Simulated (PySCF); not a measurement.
**Correlation energy of Fe²⁺ (iron, charge +2)**

[Ar] 3d5 4p1, high-spin 7P determinant (an excited configuration). All numbers are calculated (PySCF 2.14, scalar relativity by spin-free X2C-1e, in x2c-TZVPPall). Frozen: [Ar]; 6 electrons correlated.

| level | correlation energy (mhartree) |
| --- | --- |
| CCSD | -80.87 |
| (T) | -0.71 |
| CCSD(T) | -81.58 |

Diagnostics: T1 = 0.0056, D1 = 0.0149, largest double amplitude 0.016.

Is a single reference adequate?

Yes: T1 lies below 0.03 and no double amplitude reaches 0.07.
